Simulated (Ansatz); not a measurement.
CH4FNOSi can be A, `C=N[SiH](O)F`, or B, `F[SiH]1NCO1`.

Gas-phase electronic energies from Ansatz, PBE0-D4/def2-TZVP geometries. CBS: MP2 limit from def2 TZ/QZ plus the TZ coupled-cluster correction, frozen cores. Functionals use def2-TZVPP. B3LYP here is the variant with VWN-RPA as its local correlation; programs differ in this. Each species was taken in one conformer, which may not be the lowest.

Question: Which is lower in electronic energy at CCSD(T)/CBS, and by how much? (Estimate.)

Answer: Computed: A, by 9.2 kcal/mol.

Question: Give E(B) − E(A) in kcal/mol with B3LYP, PBE0-D4, B3LYP-D4, CCSD(T)/def2-SVP, r2SCAN-D4, ωB97M-V, MP2/def2-TZVPP. (An estimate is asked.)

Answer: Ansatz gave: B3LYP 11.3, PBE0-D4 5.2, B3LYP-D4 11.2, CCSD(T)/def2-SVP 9.6, r2SCAN-D4 7.7, ωB97M-V 7.7, MP2/def2-TZVPP 8.0. None reverses the order clearly.

Question: Does the order hold for the free energy at 298.15 K (harmonic terms from PBE0-D4)? (Best estimate.)

Answer: Ansatz gave: Yes: G(B) − G(A) = +13.3 kcal/mol, for one conformer each. Modes under 60 cm⁻¹, often nearly free rotors, make the harmonic entropy too high.

Largest T1 diagnostic: 0.013.

From BLYP to BHLYP (50 % exact exchange), in def2-TZVPP and without D4, E(B) − E(A) moves by −3.5 kcal/mol. In def2-TZVPP, CCSD(T) changes the Hartree–Fock value by −3.7 kcal/mol (the triples alone add +0.1 kcal/mol) and MP2 by −5.0 kcal/mol.
